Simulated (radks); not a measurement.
Spherical jellium clusters: N electrons in a uniform positive sphere of charge N and radius rs N^(1/3), rs = 2.47 bohr. Calculated with a radial shooting solver with Libxc functionals: non-relativistic Kohn-Sham, LDA (Slater exchange, Perdew-Wang correlation), spin-polarised, spherical densities. Levels are named by radial order and angular momentum (1s, 1p, 1d, 2s, ...), and open shells are averaged over m. Each electron was tried in the lowest free levels, single moves between levels near the top were tried too, and the lowest total energy was kept; such a search can miss a lower state. Energies include the self-energy of the background; IP and EA are vertical (highest electron removed, lowest free level filled), at fixed background; spill-out counts the electrons outside the background radius R, and alpha is the static dipole polarisability from linear response (closed shells only). A dash means not computed or, for alpha, an open shell; in EA it means that no bound solution was reached, which is typical of self-interaction and does not show that the anion is unstable. Real open-shell clusters deform, which this model forbids.

N,open shells,2S,E/N (eV),E(N+1) + E(N-1) - 2E(N) (eV),IP (eV),EA (eV),-e(HOMO) (eV),spill-out (e),alpha/R^3
1,"1s(up 1, down 0)",1,-0.368,-,-,-,3.960,0.56,-
2,none,0,-1.160,2.302,7.516,-,4.590,0.79,2.213
3,"1p(up 1, down 0)",1,-0.657,-0.974,4.603,-,2.390,1.20,-
4,"1p(up 2, down 0)",2,-0.649,-0.881,5.676,-,3.313,1.47,-
5,"1p(up 3, down 0)",3,-0.820,0.337,6.345,-,3.959,1.65,-
6,"1p(up 3, down 1)",2,-0.879,-0.726,5.773,-,3.616,1.84,-
7,"1p(up 3, down 2)",1,-1.024,-0.557,6.365,2.144,4.176,1.99,-
8,none,0,-1.202,2.708,6.773,-,4.592,2.12,1.801
9,"1d(up 1, down 0)",1,-1.040,-0.461,3.926,-,2.069,2.38,-
10,"1d(up 2, down 0)",2,-0.957,-0.436,4.452,-,2.576,2.59,-
11,"1d(up 3, down 0)",3,-0.928,-0.398,4.872,-,2.992,2.76,-
12,"1d(up 4, down 0)",4,-0.937,-0.358,5.217,-,3.341,2.91,-
13,"1d(up 5, down 0)",5,-0.973,0.355,5.506,-,3.639,3.04,-
14,"1d(up 5, down 0) 2s(up 1, down 0)",6,-0.978,-0.082,5.076,-,3.366,3.34,-
15,"1d(up 5, down 2)",3,-0.988,-0.462,5.258,1.803,3.489,3.31,-
16,"1d(up 5, down 3)",2,-1.025,-0.285,5.528,2.079,3.765,3.43,-
17,"1d(up 5, down 4)",1,-1.075,-0.254,5.759,2.322,4.005,3.53,-
18,none,0,-1.133,0.246,5.957,2.174,4.214,3.63,1.609
19,"2s(up 1, down 0)",1,-1.173,0.215,5.656,2.087,3.980,3.85,-
20,none,0,-1.197,1.622,5.470,-,3.851,4.09,1.668
21,"1f(up 1, down 0)",1,-1.142,-0.254,3.905,-,2.321,4.24,-
22,"1f(up 2, down 0)",2,-1.104,-0.239,4.150,-,2.571,4.38,-
23,"1f(up 3, down 0)",3,-1.079,-0.225,4.369,-,2.796,4.50,-
24,"1f(up 4, down 0)",4,-1.066,-0.211,4.566,-,2.999,4.61,-
25,"1f(up 5, down 0)",5,-1.062,-0.197,4.744,1.675,3.184,4.71,-
26,"1f(up 6, down 0)",6,-1.066,-0.185,4.906,1.849,3.353,4.81,-
27,"1f(up 7, down 0)",7,-1.077,0.468,5.054,-,3.509,4.90,-
28,"1f(up 7, down 1)",6,-1.070,-0.197,4.548,1.592,3.048,5.00,-
29,"1f(up 7, down 2)",5,-1.070,-0.184,4.723,1.776,3.228,5.09,-
30,"1f(up 7, down 3)",4,-1.077,-0.172,4.882,1.945,3.393,5.18,-
31,"1f(up 7, down 4)",3,-1.088,-0.160,5.027,2.101,3.545,5.27,-
32,"1f(up 7, down 5)",2,-1.104,-0.150,5.161,2.246,3.685,5.35,-
33,"1f(up 7, down 6)",1,-1.124,-0.141,5.283,2.382,3.815,5.43,-
34,none,0,-1.146,0.534,5.397,1.934,3.936,5.51,1.474
35,"2p(up 1, down 0)",1,-1.152,-0.079,4.835,2.090,3.441,5.72,-
36,"2p(up 2, down 0)",2,-1.160,-0.069,4.960,2.228,3.573,5.93,-
37,"2p(up 3, down 0)",3,-1.169,0.285,5.070,2.030,3.690,6.13,-
38,"2p(up 3, down 1)",2,-1.170,-,4.821,2.184,3.482,6.36,-

All shells are closed at N = 2, 8, 18, 20, 34 (there: 1s2 1p6 1d10 2s2 1f14); the second difference of the energy has clear peaks (12 % above both neighbours; the first and last values, which can be the largest, are not judged, and half-filled shells can peak too) at N = 5, 8, 13, 18, 20, 27, 34.
